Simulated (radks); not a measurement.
Problem. The chromium ion Cr10+, 14 electrons, occupied as [Ne] 3s2 3p2. Method: Dirac Kohn-Sham, PBEsol, spin-unpolarised, spherical densities, finite nucleus; open shells fill j = l - 1/2 first; Fermi nuclear charge, rms radius 3.6452 fm; computed with a radial shooting solver on a logarithmic mesh with Libxc functionals. Some entries of the table are withheld. Estimate them.

| orbital | occ. | eigenvalue (Ry) | <r> (bohr) |
|---|---|---|---|
| 1s1/2 | 2 | -450.7718 | 0.06359 |
| 2s1/2 | 2 | -67.43977 | 0.2912 |
| 2p1/2 | 2 | (1) | (2) |
| 2p3/2 | 4 | (3) | (4) |
| 3s1/2 | 2 | (5) | 0.7882 |
| 3p1/2 | 2 | (6) | (7) |
| 3p3/2 | 0 | (8) | (9) |

Solution. 
(1) 2p1/2 eigenvalue (Ry): -60.18565
(2) 2p1/2 <r> (bohr): 0.2558
(3) 2p3/2 eigenvalue (Ry): -59.54148
(4) 2p3/2 <r> (bohr): 0.2586
(5) 3s1/2 eigenvalue (Ry): -20.89094
(6) 3p1/2 eigenvalue (Ry): -18.71658
(7) 3p1/2 <r> (bohr): 0.7898
(8) 3p3/2 eigenvalue (Ry): -18.60160
(9) 3p3/2 <r> (bohr): 0.7946
